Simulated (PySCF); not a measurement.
Nonlinear optical response: SMILES CC1=C[C@H]2C=C[C@@H]1C2, C8H10

Cartesian coordinates in Å; atom numbers follow the order of the lines, from 1:
```xyz
18

C     2.428    0.023    0.030
C     0.952   -0.129   -0.011
C     0.165   -1.099    0.474
C    -1.288   -0.672    0.235
C    -1.543    0.580    1.086
C    -0.764    1.550    0.595
C     0.007    0.945   -0.584
C    -1.099    0.018   -1.137
H     2.712    0.922    0.604
H     2.847    0.152   -0.982
H     2.914   -0.847    0.495
H     0.473   -1.996    1.012
H    -2.043   -1.465    0.308
H    -2.195    0.621    1.959
H    -0.635    2.565    0.972
H     0.473    1.661   -1.275
H    -1.992    0.563   -1.479
H    -0.740   -0.669   -1.920
```

Theory: PySCF, quadratic response CAM-B3LYP/aug-cc-pVDZ first hyperpolarisability, Taylor convention, gas phase. Geometry: PBE0-D3(BJ)/def2-SVP.

Task: What is the first hyperpolarisability, and how does it disperse?

Result: In au, Taylor convention; the vector part is βᵢ = ⅓ Σⱼ (βᵢⱼⱼ + βⱼᵢⱼ + βⱼⱼᵢ); β∥ is 3/5 of the vector part along the dipole, the dipole points from − to +:
| process | λ (nm) | β vector norm | β∥ | β HRS | depolarisation ratio |
| --- | --- | --- | --- | --- | --- |
| static β(0;0,0) | ∞ | 65.0 | 18.9 | 33.7 | 2.99 |
| second harmonic β(−2ω;ω,ω) | 1907 | 68.9 | 20.2 | 35.9 | 2.96 |
| Pockels β(−ω;ω,0) | 1907 | 66.3 | 19.3 | – | – |
| second harmonic β(−2ω;ω,ω) | 1064 | 79.0 | 24.0 | 41.9 | 2.89 |
| Pockels β(−ω;ω,0) | 1064 | 69.2 | 20.4 | – | – |

Task: Which lowest excitations, dipole and polarisabilities go with it?

Result: S1 5.07 eV (f = 0.002); S2 5.58 eV (f = 0.006); S3 5.97 eV (f = 0.012); dipole 0.34 D; isotropic α 87.1 au static, 87.3 au at 1907 nm, 87.8 au at 1064 nm, 88.0 au at 953.5 nm, 90.3 au at 532 nm.
